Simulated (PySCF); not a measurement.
## Palladium: a sound run and one with changed settings

Sound run: Pd⁺ [Kr] 4d9, Pd²⁺ [Kr] 4d8. All numbers are calculated (PySCF 2.14, scalar relativity by spin-free X2C-1e, in x2c-TZVPall (8s6p6d1f, 63 functions)). In the sound run the correlated levels freeze [Kr]. The sound run starts from symmetry-adapted Hartree-Fock orbitals and uses a fine grid where one is needed.

Changed run: no relativity, point nucleus. This setting is unsound on purpose.

```json
{"species": "Pd⁺", "method": "UHF", "sound run (hartree)": "-5042.50965", "changed run (hartree)": "-4868.74142", "converged": "yes"}
{"species": "Pd⁺", "method": "MN15", "sound run (hartree)": "-5048.25426", "changed run (hartree)": "-4874.85583", "converged": "yes"}
{"species": "Pd⁺", "method": "PBE0", "sound run (hartree)": "-5044.63189", "changed run (hartree)": "-4871.06054", "converged": "yes"}
{"species": "Pd⁺", "method": "MP2", "sound run (hartree)": "-5042.72661", "changed run (hartree)": "-4868.95542", "converged": "yes"}
{"species": "Pd²⁺", "method": "UHF", "sound run (hartree)": "-5041.86886", "changed run (hartree)": "-4868.08264", "converged": "yes"}
{"species": "Pd²⁺", "method": "MN15", "sound run (hartree)": "-5047.52800", "changed run (hartree)": "-4874.11321", "converged": "yes"}
{"species": "Pd²⁺", "method": "PBE0", "sound run (hartree)": "-5043.91469", "changed run (hartree)": "-4870.32758", "converged": "yes"}
{"species": "Pd²⁺", "method": "MP2", "sound run (hartree)": "-5042.03172", "changed run (hartree)": "-4868.24333", "converged": "yes"}
```

Ionisation energy of Pd⁺:

| method | sound run (eV) | changed run (eV) |
| --- | --- | --- |
| UHF | 17.437 | 17.926 |
| MN15 | 19.763 | 20.208 |
| PBE0 | 19.516 | 19.945 |
| MP2 | 18.909 | 19.377 |
| SCS-MP2 | 18.804 | 19.271 |

Most of the change in total energy is the relativistic energy itself. On top of that the contraction fixes the core shape for the Hamiltonian it was made with, so the changed run is not a good calculation with the other Hamiltonian either.

For comparison, NIST gives 19.43 ± 0.12 eV between the lowest levels.
